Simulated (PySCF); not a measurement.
Can point charges reproduce the dipole moment of `CC#C[Si]1(N(C)C)CC1`?

Coordinates (PBE0-D3(BJ)/def2-SVP, Å) and charges (e) from the PBE0/pcSseg-1 density (PySCF):

| atom | x | y | z | Mulliken | IAO | Hirshfeld | ESP-fitted |
| --- | --- | --- | --- | --- | --- | --- | --- |
| C1 | 4.050 | -0.369 | 0.181 | -0.1875 | -0.4306 | -0.0920 | -0.5456 |
| C2 | 2.640 | -0.031 | 0.144 | -0.1343 | +0.0016 | -0.0266 | +0.1907 |
| C3 | 1.456 | 0.262 | 0.110 | -0.3570 | -0.3973 | -0.1884 | -0.3479 |
| Si4 | -0.326 | 0.614 | 0.058 | +0.8539 | +1.0707 | +0.3817 | +0.3264 |
| N5 | -1.377 | -0.734 | -0.162 | -0.7884 | -0.4852 | -0.1685 | -0.0399 |
| C6 | -1.627 | -1.288 | -1.469 | -0.0766 | -0.2881 | -0.0663 | -0.2861 |
| C7 | -1.698 | -1.618 | 0.931 | -0.0771 | -0.2884 | -0.0664 | -0.3006 |
| C8 | -0.952 | 2.087 | 0.978 | -0.4790 | -0.5444 | -0.1743 | -0.3856 |
| C9 | -0.877 | 2.263 | -0.564 | -0.4803 | -0.5441 | -0.1744 | -0.3695 |
| H10 | 4.275 | -1.048 | 1.019 | +0.1547 | +0.1712 | +0.0618 | +0.1842 |
| H11 | 4.667 | 0.535 | 0.306 | +0.1557 | +0.1728 | +0.0628 | +0.1895 |
| H12 | 4.364 | -0.866 | -0.750 | +0.1548 | +0.1713 | +0.0619 | +0.1846 |
| H13 | -1.402 | -0.547 | -2.251 | +0.1214 | +0.1446 | +0.0455 | +0.1103 |
| H14 | -1.020 | -2.193 | -1.675 | +0.1013 | +0.1169 | +0.0309 | +0.1011 |
| H15 | -2.690 | -1.574 | -1.578 | +0.1092 | +0.1290 | +0.0367 | +0.0968 |
| H16 | -2.762 | -1.918 | 0.894 | +0.1094 | +0.1292 | +0.0369 | +0.1017 |
| H17 | -1.093 | -2.548 | 0.924 | +0.1016 | +0.1171 | +0.0308 | +0.1048 |
| H18 | -1.532 | -1.116 | 1.896 | +0.1213 | +0.1442 | +0.0457 | +0.1132 |
| H19 | -0.256 | 2.692 | 1.570 | +0.1500 | +0.1530 | +0.0400 | +0.1580 |
| H20 | -1.959 | 2.058 | 1.411 | +0.1483 | +0.1519 | +0.0409 | +0.1333 |
| H21 | -1.838 | 2.341 | -1.085 | +0.1483 | +0.1517 | +0.0410 | +0.1326 |
| H22 | -0.136 | 2.980 | -0.935 | +0.1502 | +0.1530 | +0.0401 | +0.1482 |

Problem. Form Σ q r in debye for every column and set it beside the full dipole.

Solution. The full density gives (1.08, -1.34, -0.10) D, 1.72 D in size; dipole vectors point from the negative to the positive end.

```
    scheme    μx     μy     μz  size (D)  share of the full size (%)  angle to the full dipole (°)
  Mulliken  2.79  -2.66  -0.16      3.86                         224                             8
       IAO  1.10  -1.96  -0.17      2.25                         131                             9
 Hirshfeld  0.90  -1.20  -0.09      1.50                          87                             2
ESP-fitted  1.09  -1.32  -0.10      1.72                         100                             1
```

Problem. Which set comes closest?

Solution. Length of the difference vector: ESP-fitted 0.03 D, Hirshfeld 0.23 D, IAO 0.62 D, Mulliken 2.17 D. Closest: ESP-fitted. ESP charges are fitted to the potential around the molecule, whose slowest-falling term is the dipole's. The schemes that divide the density aren't constrained to reproduce the dipole.

Problem. What is left for the Hirshfeld atoms' own dipoles?

Solution. The shares of the density sum to the whole, so what Σ q r misses lies in dipoles about the nuclei. The atomic dipoles sum to (1.08, -1.34, -0.10) − (0.90, -1.20, -0.09) = (0.18, -0.14, -0.01) D, 0.23 D in size.

Problem. With the origin at the mean of the coordinates, (-0.004, -0.001, -0.002) Å, which are the largest single terms, by size, of the Hirshfeld dipole along the direction of the full one?

Solution. C9 +1.91, C8 +1.90, Si4 -1.25, C1 -1.24, H12 +1.02 D; all 22 atoms together +1.50 D. The single terms depend on the origin, their sum doesn't.

Problem. Give the size of the full dipole in other units.

Solution. 1.72 D = 0.679 au = 0.359 e·Å = 5.75 × 10⁻³⁰ C·m.

One conformer (not necessarily the lowest) at the PBE0-D3(BJ)/def2-SVP geometry, without solvent, vibrations or thermal averaging.

Shape of the structure used: `[CH3:1][C:2]#[C:3][Si:4]1([N:5]([CH3:6])[CH3:7])[CH2:8][CH2:9]1`: C3–Si4–N5–C6 -81°.
